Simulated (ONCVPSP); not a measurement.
**Reading a pseudo-wave (bromine (Br))**

Columns: radius, all-electron u(r) and pseudo u(r) of the 3d shell (level -84.16 eV) of bromine in the configuration [Ne] 3s2 3p6 3d10 4s2 4p3.5; PBE, scalar-relativistic, ONCV scheme, ONCVPSP 4.0.1.

```json
{"r (bohr)": "0.055", "all-electron": "0.0652", "pseudo": "0.0067"}
{"r (bohr)": "0.110", "all-electron": "0.2939", "pseudo": "0.0501"}
{"r (bohr)": "0.165", "all-electron": "0.5918", "pseudo": "0.1564"}
{"r (bohr)": "0.220", "all-electron": "0.8668", "pseudo": "0.3334"}
{"r (bohr)": "0.275", "all-electron": "1.0764", "pseudo": "0.5680"}
{"r (bohr)": "0.330", "all-electron": "1.2123", "pseudo": "0.8300"}
{"r (bohr)": "0.385", "all-electron": "1.2814", "pseudo": "1.0810"}
{"r (bohr)": "0.440", "all-electron": "1.2967", "pseudo": "1.2838"}
{"r (bohr)": "0.495", "all-electron": "1.2727", "pseudo": "1.4120"}
{"r (bohr)": "0.550", "all-electron": "1.2218", "pseudo": "1.4552"}
{"r (bohr)": "0.605", "all-electron": "1.1541", "pseudo": "1.4197"}
{"r (bohr)": "0.660", "all-electron": "1.0769", "pseudo": "1.3234"}
{"r (bohr)": "0.715", "all-electron": "0.9952", "pseudo": "1.1909"}
{"r (bohr)": "0.770", "all-electron": "0.9129", "pseudo": "1.0468"}
{"r (bohr)": "0.825", "all-electron": "0.8325", "pseudo": "0.9102"}
{"r (bohr)": "0.880", "all-electron": "0.7554", "pseudo": "0.7920"}
{"r (bohr)": "0.935", "all-electron": "0.6828", "pseudo": "0.6955"}
{"r (bohr)": "0.990", "all-electron": "0.6152", "pseudo": "0.6178"}
{"r (bohr)": "1.045", "all-electron": "0.5528", "pseudo": "0.5528"}
{"r (bohr)": "1.100", "all-electron": "0.4957", "pseudo": "0.4955"}
{"r (bohr)": "1.155", "all-electron": "0.4436", "pseudo": "0.4435"}
{"r (bohr)": "1.210", "all-electron": "0.3964", "pseudo": "0.3963"}
{"r (bohr)": "1.265", "all-electron": "0.3537", "pseudo": "0.3536"}
{"r (bohr)": "1.320", "all-electron": "0.3153", "pseudo": "0.3152"}
{"r (bohr)": "1.375", "all-electron": "0.2807", "pseudo": "0.2806"}
{"r (bohr)": "1.430", "all-electron": "0.2497", "pseudo": "0.2496"}
```

**Question.** How many radial nodes do the two functions have?

**Answer.** The all-electron 3d function has n − l − 1 = 0; the pseudo-wave has 0.

**Question.** At about which radius was the pseudo-wave matched?

**Answer.** 1.10 bohr. The columns agree to 0.0005 from 1.04 bohr on; several derivatives are matched, so the curves merge somewhat inside the radius.

**Question.** Is the pseudo-wave norm-conserving?

**Answer.** Yes: the ONCV scheme keeps the norm inside the radius equal to the all-electron one, which fixes the energy derivative of the logarithmic derivative at the level.
